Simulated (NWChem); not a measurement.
System: TiNH2OCl; SMILES [NH]=[Ti]([Cl])[OH]

Input file for NWChem:

```
start job
memory heap 200 mb stack 900 mb global 1100 mb
geometry units angstroms noautosym nocenter noautoz
  Ti    -0.055918     0.382862    -0.094255
  N     -1.547939     1.058604     0.095639
  H     -2.494459     1.397052     0.265147
  Cl     0.166158    -1.856295     0.030854
  O      1.291359     1.550436     0.088586
  H      1.310583     2.492498     0.280822
end
basis spherical
  * library 6-31g*
end
dft
  xc xpbe96 cpbe96
  iterations 150
end
property
  efieldgrad
end
task dft property
```

The geometry was optimised at PBE0/def2-SVP.

Vzz is the largest principal value of the second derivative of the potential at the nucleus (NWChem prints the opposite sign); η is the asymmetry. Non-relativistic.

Atoms are numbered as in the input.

Task: Predict the main results of this run. (PBE/6-31G* (spherical d).) Quantities: Vzz Ti1 (a.u.); η Ti1; Vzz N2 (a.u.); η N2; Vzz Cl4 (a.u.); η Cl4; Vzz O5 (a.u.); η O5.

Result: Vzz Ti1 (a.u.): 1.642
η Ti1: 0.14
Vzz N2 (a.u.): -0.275
η N2: 0.47
Vzz Cl4 (a.u.): -0.535
η Cl4: 0.29
Vzz O5 (a.u.): 1.076
η O5: 0.28
